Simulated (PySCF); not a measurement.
Working out the ionisation energy of Ar⁺

Ar⁺ [Ne] 3s2 3p5 (2P) → Ar²⁺ [Ne] 3s2 3p4 (3P). Computed with PySCF 2.14 in aug-cc-pwCVDZ (6s5p3d, 36 functions), with the non-relativistic Hamiltonian (point nucleus). Frozen: nothing. Energies in hartree (1 hartree = 27.21139 eV):

| part | Ar⁺ (lower) | Ar²⁺ (upper) |
| --- | --- | --- |
| UHF | -526.261926 | -525.292063 |
| CCSD correlation | -0.298206 | -0.272651 |
| (T) | -0.003271 | -0.002635 |

Task: What does Hartree-Fock give?

Result: (-525.292063) − (-526.261926) = 0.969863 hartree = 26.391 eV.

Task: What do CCSD and CCSD(T) give?

Result: The CCSD correlation energies differ by 0.025555 hartree = 0.695 eV and the triples by 0.000636 hartree = 0.017 eV, so CCSD gives 27.086 eV and CCSD(T) 27.103 eV.

A first-order spin-orbit estimate adds -0.006 eV to CCSD(T) (all electrons), giving 27.097 eV against 27.630 eV (measured; NIST Atomic Spectra Database, ionization energies).

A double-zeta basis recovers only part of the correlation energy.

What remains against the reference includes basis incompleteness and higher excitations.
